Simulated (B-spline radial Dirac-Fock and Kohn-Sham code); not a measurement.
Elastic and transport cross sections of oxygen for electrons

Model: relativistic (Dirac) partial waves in the static field of the Dirac-Fock atom with Furness-McCarthy exchange, without polarisation or absorption potentials. Program: a radial B-spline solver. σ_tr1 and σ_tr2 weight the cross section with 1 − P₁ and 1 − P₂ of cos θ; "backward" is the share scattered beyond 90°.

| energy (eV) | σ (a₀²) | σ_tr1 (a₀²) | σ_tr2 (a₀²) | σ/σ_tr1 | backward (%) |
| --- | --- | --- | --- | --- | --- |
| 690 | 2.56 | 0.395 | 0.725 | 6.48 | 3.8 |
| 695 | 2.55 | 0.391 | 0.718 | 6.52 | 3.8 |
| 713 | 2.50 | 0.375 | 0.694 | 6.66 | 3.7 |
| 757 | 2.39 | 0.341 | 0.639 | 7.00 | 3.4 |
| 1000 | 1.94 | 0.218 | 0.430 | 8.87 | 2.4 |
| 1170 | 1.71 | 0.169 | 0.341 | 10.1 | 1.9 |
| 1180 | 1.70 | 0.166 | 0.337 | 10.2 | 1.9 |
| 1330 | ? | ? | ? | ? | ? |
| 1500 | 1.40 | 0.112 | 0.233 | 12.5 | 1.4 |
| 1730 | 1.24 | 0.0876 | 0.186 | 14.2 | 1.2 |
| 1900 | 1.15 | 0.0747 | 0.161 | 15.3 | 1.1 |
| 1910 | 1.14 | 0.0740 | 0.159 | 15.4 | 1.1 |
| 2000 | 1.10 | 0.0684 | 0.148 | 16.0 | 1.0 |
| 2170 | 1.02 | 0.0595 | 0.130 | 17.2 | 0.90 |
| 2700 | 0.842 | 0.0407 | 0.0907 | 20.7 | 0.70 |
| 2820 | 0.810 | 0.0378 | 0.0844 | 21.5 | 0.66 |

Question: Fill in the row for 1.33 keV.

Answer: σ = 1.54 a₀², σ_tr1 = 0.136 a₀², σ_tr2 = 0.281 a₀², σ/σ_tr1 = 11.3, backward 1.6 %. The ratio σ/σ_tr1 is roughly the number of elastic collisions that randomise the direction.

Values without a named source are computed, but for edge energies of neutral atoms, which are taken from tables.
